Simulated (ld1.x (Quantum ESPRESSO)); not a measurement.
O, TM: configuration errors across variants

oxygen (O), norm-conserving Troullier–Martins (Kleinman–Bylander form), made with ld1.x (Quantum ESPRESSO) 7.5 (LDA (PZ), scalar-relativistic). Core [He], reference 2s2 2p2 (charge +2). Waves: 2s (bound): rc 0.60 bohr; 2p (bound): rc 1.80 bohr. Local part: all-electron potential smoothed inside 1.55 bohr (lloc = -1). Core correction: a·sin(br)/r model core, default radius (core density twice the valence density).

All-electron excitation energies from the reference (eV): (1) 2s2 2p4 -50.292; (2) 2s2 2p3 -33.708; (3) 2s2 2p1 53.964; (4) 2s1 2p5 -35.708; (5) 2s2 2p3.5 -43.926; (6) 2s2 2p4.3 -52.466; (7) 2s0 2p6 -21.064; (8) 2s2 2p2 spin -2.234; (9) 2s2 2p4 spin -51.701.

Spin tests fill each open shell by Hund’s rule, majority spin first.

The default core radius of the base comes out at 0.36 bohr.

5 further variants failed, have other tests or another functional or relativity, and are left out.

A true bound ghost makes a file unfit for plane-wave use even where its test errors are small: the radial tests pick states by their node count and pass the ghost by.

Errors AE − PS in meV (a dash: test not solved or not reliable):

| change | (1) | (2) | (3) | (4) | (5) | (6) | (7) | (8) | (9) | bound ghosts |
| --- | --- | --- | --- | --- | --- | --- | --- | --- | --- | --- |
| base | +73 | +54 | +198 | +571 | +74 | +62 | +1077 | +4.5 | +99 | s |
| all radii but the core radius scaled by about 1.17 (s 0.70, p 2.10 bohr); local potential all-electron potential smoothed inside 1.82 bohr (lloc = -1) | +660 | +285 | +617 | +1216 | +495 | +722 | +1796 | -61 | +679 | none |
| wave 2p (bound): rc 1.80 bohr becomes 2p (bound): rc 2.10 bohr | +424 | +193 | +454 | +1142 | +327 | +456 | +1829 | -59 | +436 | s |
| local potential the s channel | +363 | +161 | +374 | +719 | +276 | +395 | +1113 | +5.0 | +398 | none |
| wave 2s (bound): rc 0.60 bohr becomes 2s (bound): rc 0.80 bohr | +70 | +53 | +200 | +564 | +73 | +59 | +1068 | +2.9 | +95 | s |
| core correction a·sin(br)/r model core inside 0.56 bohr | +89 | +61 | +214 | +578 | +86 | +80 | +1087 | +44 | +135 | s |
| wave 2p (bound): rc 1.80 bohr becomes 2p (bound): rc 1.50 bohr | -178 | -52 | -24 | +133 | -112 | -213 | +473 | +50 | -149 | s |

Question: Give the same row for: local potential all-electron potential smoothed inside 0.76 bohr (lloc = -1).

Answer: +368, +163, +377, +723, +279, +401, +1117, +5.1, +403; bound ghosts: none.
